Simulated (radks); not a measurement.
Species: the arsenic ion As19+. Configuration: [Ne] 3s2 3p1 4p1 (not the ground configuration).

All-electron calculation, Dirac Kohn-Sham, PBE, spin-unpolarised, spherical densities, finite nucleus; open shells are shared between the two j in proportion to 2j + 1; Fermi nuclear charge, rms radius 4.0968 fm. Program: a radial shooting solver on a logarithmic mesh with Libxc functionals.

Energy parts (Ry):
part                       energy
total                 -4083.30001
kinetic                4186.02590
electron-nucleus      -8973.55346
Hartree                 821.90919
exchange-correlation   -117.68164

Orbitals (lengths in bohr, moments of r in powers of bohr; r(90%) holds 90 % of the orbital's charge):
| orbital | occ. | eigenvalue (Ry) | <r^4> | r(90%) | small-component weight |
|---|---|---|---|---|---|
| 1s1/2 | 2 | -920.1181 | 0.00001996 | 0.0813 | 1.43e-02 |
| 2s1/2 | 2 | -166.0880 | 0.003782 | 0.308 | 2.85e-03 |
| 2p1/2 | 2 | -154.9701 | 0.002599 | 0.281 | 2.83e-03 |
| 2p3/2 | 4 | -152.2147 | 0.002776 | 0.285 | 2.78e-03 |
| 3s1/2 | 2 | -60.03682 | 0.1231 | 0.733 | 9.72e-04 |
| 3p1/2 | 0.333333 | -56.35039 | 0.1168 | 0.726 | 9.41e-04 |
| 3p3/2 | 0.666667 | -55.74070 | 0.1217 | 0.734 | 9.29e-04 |
| 4p1/2 | 0.333333 | -28.81599 | 1.591 | 1.38 | 4.50e-04 |
| 4p3/2 | 0.666667 | -28.59535 | 1.640 | 1.39 | 4.46e-04 |

The highest occupied level is 4p3/2 at -389.06 eV. Summed over all electrons, <r^2> = 2.263 bohr^2, which gives a Langevin (diamagnetic) susceptibility term of -1.79 x 10^-6 cm^3/mol.
